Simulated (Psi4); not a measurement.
C2H3N3, singlet, at a GFN2-xTB geometry. Base run: CAM-B3LYP/def2-SV(P) in Psi4.

The Psi4 input:
```
memory 2 GB

molecule mol {
0 1
C     1.119237   -0.032724   -0.006975
N     0.422048    1.122490    0.014176
C    -0.824876    0.727488    0.015557
N    -0.876411   -0.618528   -0.004078
N     0.368888   -1.107154   -0.018536
H     2.188396   -0.069920   -0.013726
H    -1.685790    1.363166    0.029964
H    -1.670450   -1.239476   -0.008669
}

set {
  basis def2-sv(p)
  reference rks
}

energy('cam-b3lyp')
print_variables()
```

Variants of this job, named by their change:

```json
[
 {"change": "base", "E (Eh)": "-241.95008", "SCF-reference dipole (D)": "2.95", "core-seconds (rough)": "20"},
 {"change": "functional = wb97x-v", "E (Eh)": "-241.99227", "SCF-reference dipole (D)": "2.96", "core-seconds (rough)": "200"},
 {"change": "functional = bp86", "E (Eh)": "-242.07234", "SCF-reference dipole (D)": "2.88", "core-seconds (rough)": "10"},
 {"change": "functional = revpbe", "E (Eh)": "-242.00562", "SCF-reference dipole (D)": "2.85", "core-seconds (rough)": "10"},
 {"change": "functional = scan", "E (Eh)": "-241.95858", "SCF-reference dipole (D)": "2.90", "core-seconds (rough)": "20"},
 {"change": "functional = dsd-pbep86", "E (Eh)": "-241.56435", "SCF-reference dipole (D)": "-", "core-seconds (rough)": "10"},
 {"change": "functional = wb97x", "E (Eh)": "-242.00127", "SCF-reference dipole (D)": "2.97", "core-seconds (rough)": "10"},
 {"change": "functional = m06-2x", "E (Eh)": "-241.96247", "SCF-reference dipole (D)": "2.95", "core-seconds (rough)": "20"},
 {"change": "functional = pbe0-dh", "E (Eh)": "-241.76333", "SCF-reference dipole (D)": "-", "core-seconds (rough)": "10"},
 {"change": "functional = pbe0", "E (Eh)": "-241.79294", "SCF-reference dipole (D)": "2.93", "core-seconds (rough)": "10"},
 {"change": "functional = m06-l", "E (Eh)": "-242.03345", "SCF-reference dipole (D)": "2.87", "core-seconds (rough)": "20"},
 {"change": "functional = pbe", "E (Eh)": "-241.78914", "SCF-reference dipole (D)": "2.87", "core-seconds (rough)": "10"},
 {"change": "functional = mn15", "E (Eh)": "-241.75826", "SCF-reference dipole (D)": "2.93", "core-seconds (rough)": "20"}
]
```

Absolute energies of different levels of theory aren't comparable as measures of quality.
